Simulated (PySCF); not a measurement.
CH4NO, SMILES NC=[OH+], charge +1.

Geometry optimised at PBE-D3(BJ)/def2-TZVP. The isomer is the one that the SMILES or the coordinates give; other isomers of the formula were not compared. Other conformers were not sampled.

The numbers are results of TDDFT-ωB97X/def2-SVPD in PySCF, not measurements.

Vertical excitations. The molecule is in vacuum. State labels are in the subgroup Cs.

Computed lowest excited states:
| state | symmetry | energy (eV) | λ (nm) | f | main pairs |
|---|---|---|---|---|---|
| S1 | A' | 8.29 | 149 | 0.289 | HOMO→LUMO 97 % |
| S2 | A" | 8.76 | 142 | 0.005 | HOMO−1→LUMO 99 % |
| S3 | A" | 9.84 | 126 | 0.002 | HOMO→LUMO+1 95 % |
| S4 | A" | 10.41 | 119 | 0.002 | HOMO−3→LUMO 98 % |
| S5 | A" | 10.94 | 113 | 0.017 | HOMO→LUMO+2 90 % |
| S6 | A" | 11.21 | 111 | 0.015 | HOMO→LUMO+3 83 % |
| S7 | A' | 11.54 | 107 | 0.097 | HOMO−2→LUMO 95 % |
| S8 | A' | 11.88 | 104 | 0.070 | HOMO−1→LUMO+1 78 % |
| S9 | A" | 12.63 | 98 | 0.011 | HOMO→LUMO+6 66 %, HOMO→LUMO+4 23 % |
| S10 | A" | 12.98 | 96 | 0.002 | HOMO→LUMO+4 58 %, HOMO→LUMO+6 23 % |
| T1 | A' | 5.74 | 216 | 0 | HOMO→LUMO 98 % |
| T2 | A" | 8.19 | 151 | 0 | HOMO−1→LUMO 97 % |
| T3 | A' | 8.88 | 140 | 0 | HOMO−2→LUMO 97 % |
| T4 | A" | 9.56 | 130 | 0 | HOMO→LUMO+1 93 % |
Triplets are in the Tamm–Dancoff approximation, which puts them higher than full response would, so one can lie above its singlet here.
